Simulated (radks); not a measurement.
Results of a calculation; reference values are marked as such.
Task: The mean radii <r> (bohr) of the occupied orbitals of an atom or ion are listed with their occupations. Level of theory: scalar-relativistic Kohn-Sham, PBEsol, spin-unpolarised, spherical densities, point nucleus (a radial shooting solver on a logarithmic mesh with Libxc functionals).

| orbital | occ. | <r> |
|---|---|---|
| 1s | 2 | 0.02037 |
| 2s | 2 | 0.08648 |
| 2p | 6 | 0.07673 |
| 3s | 2 | 0.2254 |
| 3p | 6 | 0.2246 |
| 3d | 10 | 0.2038 |
| 4s | 2 | 0.5083 |
| 4p | 6 | 0.5392 |
| 4d | 10 | 0.5840 |
| 5s | 2 | 1.252 |
| 5p | 6 | 1.488 |
| 4f | 12 | 0.8236 |
| 6p | 1 | 4.691 |

Name the element and its charge.

Result: Z = 68, erbium, charge +1: Er+ in [Xe] 4f12 6p1. The 1s radius gives Z: for a bare nucleus <r> = (2 gamma + 1)/(2Z) with gamma = sqrt(1 - (Z/c)^2), 0.02012 bohr for Z = 68, and screening makes it slightly larger (0.02037 here). The occupations add up to 67, and the charge is Z minus that.
